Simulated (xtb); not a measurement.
C4H9S2 (SMILES CC(C)(C)S[S]), doublet, at a GFN2-xTB geometry; xtb 6.7.1 with GFN2-xTB.

The xtb input:
```
$ xtb mol.xyz --gfn 2 --uhf 1 --etemp 3000 --json

# file mol.xyz
15

C     -1.26784722    -1.33145306     0.19153941
C     -0.82684775    -0.05778155    -0.50922530
C     -0.10273150    -0.35577324    -1.81101154
C     -1.98270467     0.90887361    -0.71074882
S      0.37149531     0.84791148     0.62925997
S      1.86660400    -0.35855890     0.91132312
H     -0.40994909    -1.96744072     0.40395888
H     -1.77105387    -1.10216406     1.12889812
H     -1.95570209    -1.88521390    -0.44473108
H      0.21989726     0.56507879    -2.29306335
H     -0.76567524    -0.88867324    -2.49009822
H      0.77225735    -0.97744896    -1.62796688
H     -2.45375456     1.14868409     0.24000249
H     -1.63563018     1.83378981    -1.16615462
H     -2.72919166     0.46055227    -1.36349716
```

Output, abridged:

```
   ID    Z sym.   atoms
    1    6 C      1-4
    2   16 S      5, 6
    3    1 H      7-15

           -------------------------------------------------
          |                Calculation Setup                |
           -------------------------------------------------

           -------------------------------------------------
          |                 G F N 2 - x T B                 |
           -------------------------------------------------

          ...................................................
          :                      SETUP                      :
          :.................................................:
          :  # basis functions                  45          :
          :  # atomic orbitals                  43          :
          :  # shells                           23          :
          :  # electrons                        37          :
          :  max. iterations                   250          :
          :  Hamiltonian                  GFN2-xTB          :
          :  restarted?                      false          :
          :  GBSA solvation                  false          :
          :  PC potential                    false          :
          :  electronic temp.         3000.0000000     K    :
          :  accuracy                    1.0000000          :
          :  -> integral cutoff          0.2500000E+02      :
          :  -> integral neglect         0.1000000E-07      :
          :  -> SCF convergence          0.1000000E-05 Eh   :
          :  -> wf. convergence          0.1000000E-03 e    :
          :  Broyden damping             0.4000000          :
          :  net charge                          0          :
          :  unpaired electrons                  1          :
          ...................................................

 iter      E             dE          RMSdq      gap      omega  full diag
   1    -19.8366554 -0.198367E+02  0.349E+00    3.71       0.0  T
   2    -19.8684922 -0.318368E-01  0.197E+00    3.53       1.0  T
   3    -19.8722865 -0.379432E-02  0.958E-01    3.53       1.0  T
   4    -19.8759697 -0.368318E-02  0.390E-01    3.49       1.0  T
   5    -19.8760592 -0.894733E-04  0.125E-01    3.49       1.0  T
   6    -19.8760790 -0.198535E-04  0.498E-02    3.49       1.0  T
   7    -19.8760828 -0.379286E-05  0.269E-02    3.49       1.0  T
   8    -19.8760834 -0.565648E-06  0.918E-03    3.49       2.8  T
   9    -19.8760835 -0.913960E-07  0.349E-03    3.49       7.4  T
  10    -19.8760835 -0.830179E-08  0.966E-04    3.49      26.7  T
  11    -19.8760835 -0.638376E-09  0.363E-04    3.49      71.2  T

   *** convergence criteria satisfied after 11 iterations ***

         :::::::::::::::::::::::::::::::::::::::::::::::::::::
         ::                     SUMMARY                     ::
         :::::::::::::::::::::::::::::::::::::::::::::::::::::
         :: total energy             -19.662035075125 Eh    ::
         :: gradient norm              0.011639231478 Eh/a0 ::
         :: HOMO-LUMO gap              3.494222905524 eV    ::
         ::.................................................::
         :: SCC energy               -19.876050412954 Eh    ::
         :: -> isotropic ES            0.006151058923 Eh    ::
         :: -> anisotropic ES          0.001925062778 Eh    ::
         :: -> anisotropic XC          0.010722373336 Eh    ::
         :: -> dispersion             -0.011984011149 Eh    ::
         :: repulsion energy           0.214015337829 Eh    ::
         :: add. restraining           0.000000000000 Eh    ::
         :: total charge              -0.000000000000 e     ::
         :::::::::::::::::::::::::::::::::::::::::::::::::::::

           -------------------------------------------------
          |                Property Printout                |
           -------------------------------------------------

    * Orbital Energies and Occupations

         #    Occupation            Energy/Eh            Energy/eV
[...]
        27                          0.0219363               0.5969
        28                          0.0570936               1.5536
        29                          0.0741901               2.0188
        30                          0.0830302               2.2594
       ...                                ...                  ...
        43                          0.6654257              18.1072
      -------------------------------------------------------------
                  HL-Gap            0.1284103 Eh            3.4942 eV
             Fermi-level           -0.3254766 Eh           -8.8567 eV

     #   Z          covCN         q      C6AA      α(0)
     1   6 C        3.790    -0.108    22.571     6.766
     2   6 C        3.888     0.063    19.481     6.275
     3   6 C        3.790    -0.108    22.571     6.766
     4   6 C        3.812    -0.115    22.686     6.779
     5  16 S        2.066     0.006   140.830    19.973
     6  16 S        0.980    -0.190   147.150    20.517
     7   1 H        0.925     0.055     2.260     2.351
     8   1 H        0.925     0.046     2.366     2.405
     9   1 H        0.925     0.048     2.349     2.397
    10   1 H        0.925     0.046     2.366     2.405
    11   1 H        0.925     0.048     2.349     2.397
    12   1 H        0.925     0.055     2.260     2.351
    13   1 H        0.925     0.050     2.315     2.379
    14   1 H        0.925     0.050     2.315     2.379
    15   1 H        0.925     0.054     2.273     2.358

 Mol. C6AA /au·bohr⁶  :       3161.465786
 Mol. C8AA /au·bohr⁸  :      99337.657407
 Mol. α(0) /au        :         88.498561

Wiberg/Mayer (AO) data.
largest (>0.10) Wiberg bond orders for each atom

 ---------------------------------------------------------------------------
     #   Z sym  total        # sym  WBO       # sym  WBO       # sym  WBO
 ---------------------------------------------------------------------------
     1   6 C    3.989 --     2 C    1.008     8 H    0.984     7 H    0.980
                             9 H    0.975
     2   6 C    3.939 --     3 C    1.008     1 C    1.008     4 C    1.006
                             5 S    0.865
     3   6 C    3.989 --     2 C    1.008    10 H    0.984    12 H    0.980
                            11 H    0.975
     4   6 C    3.992 --     2 C    1.006    13 H    0.984    14 H    0.984
                            15 H    0.975
     5  16 S    2.509 --     6 S    1.569     2 C    0.865
     6  16 S    1.649 --     5 S    1.569
     7   1 H    0.997 --     1 C    0.980
     8   1 H    0.998 --     1 C    0.984
     9   1 H    0.996 --     1 C    0.975
    10   1 H    0.998 --     3 C    0.984
    11   1 H    0.996 --     3 C    0.975
    12   1 H    0.997 --     3 C    0.980
    13   1 H    0.997 --     4 C    0.984
    14   1 H    0.997 --     4 C    0.984
    15   1 H    0.995 --     4 C    0.975
 ---------------------------------------------------------------------------

Topologies differ in total number of bonds
Writing topology from bond orders to xtbtopo.mol

molecular dipole:
                 x           y           z       tot (Debye)
 q only:       -1.065       0.006      -0.617
   full:       -1.217      -0.031      -0.723       3.600
molecular quadrupole (traceless):
                xx          xy          yy          xz          yz          zz
 q only:       -1.536       0.532       1.014      -1.320       0.230       0.522
  q+dip:       -2.386       2.203       0.600      -1.966       0.191       1.787
   full:       -2.007       1.794       0.531      -1.683       0.139       1.476

           -------------------------------------------------
          | TOTAL ENERGY              -19.662035075125 Eh   |
          | GRADIENT NORM               0.011639231478 Eh/α |
          | HOMO-LUMO GAP               3.494222905524 eV   |
           -------------------------------------------------

normal termination of xtb
```
